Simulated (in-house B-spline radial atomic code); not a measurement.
Results of a calculation; reference values are marked as such.
## Correlation energy from the adiabatic connection: −Z/r, Z = 2.5

Two electrons in a singlet, external potential −Z/r, Z = 2.5 (atomic units). Full CI in B-splines (partial waves to l = 8, correlation up to 0.6 % small) with the density held fixed gives W(λ) = <V_ee>_λ − U, and E_c is the integral of W(λ) − W(0) from 0 to 1.

| λ | W(λ) − W(0) (hartree) |
| --- | --- |
| 0 | 0.00000 |
| 0.02 | -0.00190 |
| 0.05 | -0.00473 |
| 0.12 | -0.01121 |
| 0.25 | -0.02285 |
| 0.4 | -0.03567 |
| 0.6 | -0.05183 |
| 0.8 | -0.06700 |
| 1 | -0.08126 |

**Question.** Integrate the table by the trapezoid rule.

**Answer.** The strips give -0.00002, -0.00010, -0.00056, -0.00221, -0.00439, -0.00875, -0.01188, -0.01483, which sum to -0.04274 hartree. The direct value, W(1) − W(0) + T_c with T_c = 0.03846, is -0.04280; the curve is convex, so chords lie above it and the trapezoids fall short in size by 0.14 %.

**Question.** Now use only three numbers: W(0) = -1.338, the initial slope W'(0) = -0.09534 (extrapolated from the first points) and the strong-coupling limit of the point-charge-plus-continuum model, W∞ = -1.906. What do second-order theory and the interpolation W(λ) = W∞ + (W(0) − W∞)/√(1 + 2χλ) of Seidl, Perdew and Levy give?

**Answer.** Second order keeps the slope alone: E_c = W'(0)/2 = -0.04767, +11 % in size against -0.04280. Matching the slope fixes χ = W'(0)/(W∞ − W(0)) = -0.09534/(-0.56800) = 0.16785. Integrating, with s = √(1 + 2χ) = 1.155727, E_c = −(W(0) − W∞)(s − 1)/(s + 1) = −0.56800 × 0.155727/2.155727 = -0.04103 hartree, -4.1 % in size against the full result. At λ = 1 the formula gives W − W(0) = -0.07653 against -0.08126. Part of the miss can come from the model's W∞.
